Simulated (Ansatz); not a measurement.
Relaxation of Li3Cl2 with UKS PBE0-D4/def2-TZVP.

```sh
$ ansatz run in.yaml --threads 4 --pin off --events-out ev --progress --plain --max-ram 3916MiB
```

```yaml
crystal:
  periodic: [false, false, false]
  atoms:
    - {symbol: Li, position_ang: [1.413910, -0.004040, 1.045480]}
    - {symbol: Li, position_ang: [-1.216840, -1.065500, -0.589640]}
    - {symbol: Li, position_ang: [-0.724630, 1.125970, -0.848780]}
    - {symbol: Cl, position_ang: [1.205600, -0.345580, -1.063650]}
    - {symbol: Cl, position_ang: [-0.678050, 0.289150, 1.456590]}
basis:
  gaussian: {orbitals: def2-TZVP}
magnetization: {spin_polarized: true, initial_magnetization: 1}
hamiltonian: {xc: pbe0, dispersion: d4}
scf: {lower_state_search: "off"}
output: {orbitals: {seedname: orbitals}}
relax: {f_tol: 0.02, max_steps: 100}
```

Hardware: 4 threads of Arm Neoverse V1 on a shared host. Wall time 8.5 s.

Positions (Å) and forces (eV/Å) at steps 1, 2, 3, 4, 6 of 6:

```xyz
5
step=1 energy=-25655.5187 eV
Li    1.414   -0.004    1.045    0.076   -0.029    0.072
Li   -1.217   -1.065   -0.590    0.127   -0.478    0.237
Li   -0.725    1.126   -0.849    0.352    0.412    0.129
Cl    1.206   -0.346   -1.064   -0.104   -0.005   -0.455
Cl   -0.678    0.289    1.457   -0.451    0.101    0.018
5
step=2 energy=-25655.6348 eV
Li    1.278   -0.023    0.950    0.101   -0.078    0.103
Li   -1.090   -1.158   -0.474    0.072   -0.090    0.074
Li   -0.582    1.208   -0.766    0.015    0.123   -0.031
Cl    1.202   -0.354   -1.200   -0.304    0.093    0.200
Cl   -0.807    0.327    1.490    0.116   -0.048   -0.346
5
step=3 energy=-25655.6562 eV
Li    1.292   -0.079    0.978    0.021   -0.007    0.022
Li   -1.002   -1.313   -0.384    0.097    0.249   -0.007
Li   -0.520    1.395   -0.765   -0.015   -0.238    0.064
Cl    1.063   -0.331   -1.190   -0.004   -0.027   -0.109
Cl   -0.832    0.327    1.361   -0.100    0.023    0.029
5
step=4 energy=-25655.6845 eV
Li    1.288   -0.075    0.975    0.054   -0.012    0.042
Li   -0.992   -1.209   -0.405   -0.011    0.002   -0.026
Li   -0.546    1.295   -0.756   -0.045    0.020   -0.026
Cl    1.082   -0.339   -1.196    0.019   -0.021   -0.021
Cl   -0.832    0.328    1.382   -0.017    0.011    0.032
5
step=6 energy=-25655.6867 eV
Li    1.306   -0.079    0.990   -0.013   -0.002   -0.008
Li   -1.003   -1.194   -0.424    0.006    0.000   -0.002
Li   -0.577    1.289   -0.772   -0.006    0.006   -0.001
Cl    1.094   -0.345   -1.187    0.001   -0.003    0.012
Cl   -0.821    0.329    1.393    0.012    0.000   -0.001
```

The relaxation made no stability test and no search for a lower SCF solution. Another isomer (doublet) lies 0.46 eV lower at PBE0-D4/def2-TZVP; other spin states weren't run for this one.
